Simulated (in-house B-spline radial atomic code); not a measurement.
How numerical settings move a run on Pd3+, [Kr] 4d7. Computed with an all-electron radial atomic-structure program (B-spline basis): non-relativistic B97-1, spherical fractional occupations, point nucleus.

Command:
```bash
python run_scf.py task.json out
```
Settings of the sound reference run:
```
Z                46
electrons        43
configuration    [Kr] 4d7
hamiltonian      nr
method           b97_1
spin_polarised   False
knot_spacing     0.22
spline_order     8
gauss_points     12
box_radius       16.22
max_iterations   70
damping          0.5
damped_steps     3
diis_vectors     10
tolerance        1e-08
start            Thomas-Fermi
```

Run time, properties included: 0.32 s on 1 thread of Arm Neoverse N1, on a shared host.

It converges in 9 iterations to -4937.580831 hartree, with 4d at -42.9084 eV. The other runs change the listed settings, some to values that make no sense; their results aren't properties of the atom or ion. Radii are in bohr (the nuclear one in fm), a minus after a letter asks for a j subshell, and «unchanged» means within 1e-8 hartree. The run stops when the residual is below 10 × tolerance × max(1, Z/10), or a noise floor if that is larger, and the energy moves by less than 1e-8 × √|E| hartree; so very loose and very tight tolerances often act alike.

| changed settings | outcome |
| --- | --- |
| first_knot = 2.17e-06 | converged in 9 iterations, energy +2.36e-05 hartree from the reference, 4d level +1.0e-04 eV |
| spline_order = 5 | converged in 9 iterations, energy +6.65e-05 hartree from the reference, 4d level -8.2e-05 eV |
| electrons = 44, configuration = [Kr] 4d7 2f1, max_iterations = 50 | stopped with error: there is no 2f shell |
| spline_order = 7 | converged in 10 iterations, energy +2.52e-05 hartree from the reference, 4d level +4.3e-05 eV |
| first_knot = 0.0652 | converged in 9 iterations, energy +4.62e-03 hartree from the reference, 4d level +1.2e-04 eV |
| spline_order = 4 | converged in 10 iterations, energy +2.60e-03 hartree from the reference, 4d level -9.3e-05 eV |
| damping = 0.95 | converged in 11 iterations, energy unchanged, 4d level +1.4e-05 eV |
| first_knot = 0.00217 | converged in 9 iterations, energy +1.91e-06 hartree from the reference, 4d level -3.6e-05 eV |
| damping = 0 | converged in 11 iterations, energy unchanged, 4d level +1.3e-05 eV |
| first_knot = 0.0217 | converged in 9 iterations, energy +3.49e-05 hartree from the reference, 4d level +1.1e-04 eV |
| spline_order = 3 | converged in 9 iterations, energy +1.43e-01 hartree from the reference, 4d level -1.2e-02 eV |
| first_knot = 2.17e-05 | converged in 9 iterations, energy +7.65e-06 hartree from the reference, 4d level -3.0e-05 eV |
| first_knot = 0.00652 | converged in 9 iterations, energy +1.96e-06 hartree from the reference, 4d level -3.6e-05 eV |
| spline_order = 10 | converged in 10 iterations, energy +1.82e-05 hartree from the reference, 4d level +2.7e-05 eV |
| damping = 0.2 | converged in 10 iterations, energy unchanged, 4d level +9.3e-06 eV |

Problem. What happens with gauss_points = 4, max_iterations = 50, damping = 0, damped_steps = 0, start = bare nucleus?

Solution. Converged in 10 iterations, energy -5.68e-06 hartree from the reference, 4d level +2.4e-06 eV.

Problem. What happens with knot_spacing = 0.75, spline_order = 3, first_knot = 0.0217, max_iterations = 50, damping = 0.8?

Solution. Converged in 11 iterations, energy +6.30e+01 hartree from the reference, 4d level -2.4e+00 eV.

Problem. What happens with spline_order = 6, first_knot = 0.0217, max_iterations = 12, tolerance = 1e-05?

Solution. Converged in 9 iterations, energy +1.27e-04 hartree from the reference, 4d level +2.3e-05 eV.

Problem. What happens with electrons = 51, configuration = [Kr] 4d7 6s2 6p6, max_iterations = 100?

Solution. Converged in 17 iterations to -4937.6498 hartree, a different physical problem (warning: 6s has a positive eigenvalue: unbound, held by the box).
